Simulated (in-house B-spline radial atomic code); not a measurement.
Ho5+: [Kr] 4d10 4f10 5s1 (5p1/2)1 (5p3/2)4 (with a hole in an inner shell)

Method: Dirac-Hartree-Fock, average of the jj configuration, Fermi nucleus of rms radius 5.2022 fm. Calculated with a B-spline radial code for spherical atoms.

Screening seen three ways: the hydrogenic charge with the same mean radius, Z_r = [3n² - l(l+1)]/(2<r>), the one with the same energy, Z_e = n√(-2ε), and Slater's rules. Values are occupation-weighted means over j. An effective charge above Z reflects the relativistic contraction of the inner shells.

| shell | electrons | ε (eV) | <r> (bohr) | Z_r | Z_e | Slater |
| --- | --- | --- | --- | --- | --- | --- |
| 1s | 2 | -56021 | 0.02074 | 72.34 | 64.17 | 66.70 |
| 2s | 2 | -9551 | 0.08746 | 68.60 | 52.99 | 62.85 |
| 2p | 6 | -8499.3 | 0.07774 | 64.32 | 49.99 | 62.85 |
| 3s | 2 | -2240.1 | 0.2287 | 59.02 | 38.49 | 55.75 |
| 3p | 6 | -1909 | 0.2277 | 54.91 | 35.54 | 55.75 |
| 3d | 10 | -1470.4 | 0.2077 | 50.55 | 31.19 | 45.85 |
| 4s | 2 | -523.13 | 0.5194 | 46.20 | 24.80 | 39.25 |
| 4p | 6 | -411.04 | 0.5486 | 41.93 | 21.99 | 39.25 |
| 4d | 10 | -252.17 | 0.5956 | 35.26 | 17.22 | 27.85 |
| 5s | 1 | -123.33 | 1.235 | 30.37 | 15.05 | 13.45 |
| 5p | 5 | -89.692 | 1.41 | 25.88 | 12.84 | 13.45 |
| 4f | 10 | -81.482 | 0.7383 | 24.38 | 9.79 | 17.85 |

The least bound orbital is 4f7/2 at -81.08 eV, while the most diffuse is 5p3/2 (<r> = 1.426 bohr against 0.743 bohr): energy order and size order differ.

For the 1s electron the small component carries 6.27 % of the norm, the zero-frequency Breit interaction raises the level by 175.2 eV, self-energy by 106.2 eV, and vacuum polarisation lowers it by 18.1 eV.
